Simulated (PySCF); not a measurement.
`COc1cccc(C(=O)F)c1`. Theory: PBE0-D3(BJ)/def2-SVP geometry optimisation, gas phase (PySCF 2.14.0).

```
atom  x, y, z in Å
C1     2.8456   -0.5911    0.2490
O2     2.1668    0.5215   -0.2687
C3     0.8227    0.5227   -0.2504
C4     0.1946    1.6650   -0.7748
C5    -1.1894    1.7583   -0.8018
C6    -1.9818    0.7193   -0.3116
C7    -1.3565   -0.4140    0.2092
C8    -2.1274   -1.5559    0.7423
O9    -1.6953   -2.5533    1.2199
F10   -3.4521   -1.3734    0.6383
C11    0.0409   -0.5199    0.2459
H12    3.9171   -0.3845    0.1376
H13    2.6194   -0.7466    1.3183
H14    2.5992   -1.5142   -0.3042
H15    0.8277    2.4684   -1.1564
H16   -1.6596    2.6546   -1.2121
H17   -3.0697    0.7828   -0.3301
H18    0.4743   -1.4278    0.6649
```

Give the dihedral angles H17–C6–C7–C11, C3–C4–C5–H16, C4–C5–C6–C7, H17–C6–C7–C8, C11–C3–C4–H15.

H17–C6–C7–C11 180° (antiperiplanar); C3–C4–C5–H16 180° (antiperiplanar); C4–C5–C6–C7 0° (synperiplanar); H17–C6–C7–C8 0° (synperiplanar); C11–C3–C4–H15 180° (antiperiplanar). Dihedral signs follow IUPAC: positive where, seen along the central bond, the front bond turns clockwise onto the rear one.

What is the repulsion energy of the bare nuclei, Σ ZA·ZB/RAB?

580.98 Eh over 153 pairs, with full nuclear charges and distances in bohr; the largest single term is 21.39 Eh (C8 with O9).

What are the angles O2–C1–H13, O2–C3–C11, C4–C3–C11, C5–C6–H17, C8–C7–C11?

From the scalar product of the two bond vectors; for O2–C1–H13 it is -0.5730 Å² over 1.4024 × 1.1040 Å², cos θ = -0.3701. O2–C1–H13 111.7°; O2–C3–C11 124.4°; C4–C3–C11 119.3°; C5–C6–H17 121.2°; C8–C7–C11 116.9°.

How far are the heavy atoms from their best plane (unweighted least squares)?

0.010 Å rms; C1 0.00, O2 0.01, C3 0.00, C4 0.00, C5 0.01, C6 0.01, C7 0.01, C8 0.00, O9 0.02, F10 0.03, C11 0.00 Å (magnitudes).

Where is the centre of mass (commonest isotopes), and what is the radius of gyration?

Mass 154.043 u; centre at (-0.554, -0.245, 0.118) Å; Rg = √(Σ m r²/M) = 2.447 Å. As Ia + Ib + Ic = 2 Σ m r², the three principal moments sum to 1845.3 u·Å².

Write the matrix of distances between heavy atoms (Å, lower triangle).

```
C1    0.000
O2    1.402  0.000
C3    2.363  1.344  0.000
C4    3.628  2.335  1.405  0.000
C5    4.786  3.616  2.425  1.387  0.000
C6    5.033  4.154  2.812  2.418  1.396  0.000
C7    4.206  3.677  2.416  2.774  2.402  1.395  0.000
C8    5.090  4.876  3.743  4.251  3.775  2.512  1.477  0.000
O9    5.041  5.156  4.238  5.034  4.789  3.625  2.390  1.187  0.000
F10   6.358  5.999  4.760  4.952  4.123  2.728  2.344  1.341  2.195  0.000
C11   2.806  2.423  1.394  2.416  2.793  2.437  1.402  2.454  2.846  3.617  0.000
```

PBE0-D3(BJ)/def2-SVP frequencies: not computed here. One conformer, not necessarily the lowest.
